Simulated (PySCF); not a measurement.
C₄H₂BrF, SMILES C#C/C(F)=C\Br.

Geometry: B3LYP-D3(BJ)/def2-SVP. The structure was generated by enumeration; whether it is a known compound was not checked.

Level of theory: B3LYP-D3(BJ)/def2-SVP (PySCF 2.14.0).

Frequencies are harmonic and unscaled.

```
mode  ν (cm⁻¹)  IR (km/mol)  moving atoms (share of kinetic energy)
----  --------  -----------  --------------------------------------
1          108          0.6                 C 64 %, Br 22 %, H 11 %
2          220          1.1                  C 63 %, F 21 %, H 12 %
3          254          4.4                          C 65 %, F 20 %
4          277          3.9                   C 75 %, H 16 %, F 8 %
5          356          1.3                 F 53 %, Br 25 %, C 22 %
6          595          3.9                          C 65 %, F 29 %
7          632          0.1                          C 85 %, H 13 %
8          682         33.3                          H 77 %, C 23 %
9          722          2.7                          C 82 %, H 13 %
10         736         31.6                          H 69 %, C 31 %
11         804         39.3                          H 68 %, C 31 %
12         891         67.0                  C 61 %, H 19 %, F 18 %
13        1165        127.9                  H 53 %, C 32 %, F 15 %
14        1313         58.5                          C 67 %, H 26 %
15        1677         19.9                                  C 97 %
16        2223         13.8                           C 91 %, H 9 %
17        3231         15.2                           H 92 %, C 8 %
18        3468         84.3                          H 86 %, C 14 %
```
